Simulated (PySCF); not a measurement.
A structure optimised at PBE0-D3(BJ)/def2-SVP, used in a PySCF frequency run:

```
C
H 1 1.0969
O 1 1.4187 2 111.98
C 3 1.4187 1 95.44 2 -180.00
H 4 1.0969 3 111.98 1 180.00
C 4 1.5442 5 117.29 3 115.24
C 6 1.3324 4 104.38 5 -156.07
H 7 1.0895 6 129.55 4 -176.23
H 6 1.0895 7 129.55 8 0.00
C 4 1.5442 5 117.29 3 -115.24
C 10 1.3324 4 104.38 5 156.07
H 10 1.0895 11 129.55 1 -176.23
H 11 1.0895 10 129.55 12 0.00
```

Task: Write its SMILES, formula and point group.

Result: C1=C[C@H]2C=C[C@@H]1O2, C6H6O, C2v

Task: What are its rotational constants (standard atomic weights)?

Result: 4.5812, 3.7327, 3.3181 GHz
